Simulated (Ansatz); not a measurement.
Correlation energies of `[SH][Zr]([SH])([Cl])[Cl]` by basis set

Z-matrix (Å, degrees):
```
Zr
S 1 2.415
Cl 1 2.326 2 110.3
S 1 2.409 2 104.2 3 117.7
Cl 1 2.330 2 108.8 3 -123.6
H 2 1.350 1 90.7 3 67.0
H 4 1.350 1 89.0 2 82.6
```

Charge 0, multiplicity 1. Correlated methods include outer-core shells of Zr, which these sets cover unevenly. Zr: def2 effective core potential. The structure was optimised at the PBE0-D4/def2-TZVP level. It is one conformer, not always the lowest. Frozen core, restricted reference, the Gaussian-basis code of Ansatz.

| basis | HF (Eh) | MP2 corr. | CCSD corr. | (T) | CCSD(T) total |
| --- | --- | --- | --- | --- | --- |
| def2-SVP | -1761.47979 | -0.77525 | -0.81966 | -0.03039 | -1762.32984 |
| def2-TZVPP | -1762.08230 | -1.08442 | -1.13651 | -0.05833 | -1763.27714 |
| def2-QZVPP | -1762.13431 | -1.20569 | – | – | – |
